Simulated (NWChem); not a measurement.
Ca

All runs: NWChem. GIAO values for the isolated, static molecule; σ is the absolute isotropic shielding.

### Question
Estimate the computed values for PBE0/x2c-SVPall-s, scalar ZORA without spin-orbit coupling. Quantities: σ Ca1 (ppm).

### Answer
```
Item         Result
-----------  ------
σ Ca1 (ppm)  1423.1
```
